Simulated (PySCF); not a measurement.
C2H6O2, SMILES OCCO (connectivity only; charge and spin as stated), charge +1, multiplicity 2. Atoms are numbered in the order given.

```xyz
10

O      1.5460    -0.2822     0.1974
C      0.7237     0.6968    -0.1822
C     -0.8837     0.0324    -0.5146
O     -1.4486    -0.3659     0.6209
H      2.0643    -0.6478    -0.5443
H      0.4777     1.3633     0.6568
H      0.9474     1.1917    -1.1418
H     -1.3595     0.9505    -0.8933
H     -0.6755    -0.7436    -1.2694
H     -1.2729    -1.3039     0.8265
```
Charge +1, spin multiplicity 2.

Geometry: r2SCAN-D4/def2-SVP. The multiplicity is an assumed one; other spin states were not compared. Other conformers were not sampled.

Method: B3LYP/def2-TZVP (PySCF).

The molecule is in vacuum.

| Item | Result |
|---|---|
| total energy | -230.01126 hartree |
| α spin, highest occupied and lowest empty level | -13.79 and -5.00 eV |
| β spin, highest occupied and lowest empty level | -15.42 and -10.95 eV |
| dipole moment about the centre of nuclear charge | 2.75 D |
| mean static polarisability | 37.8 bohr³ (5.60 Å³) |
| polarisability, principal values | 28.3, 33.1, 52.1 bohr³ |
| ⟨S²⟩ | 0.754 (pure state 0.75) |
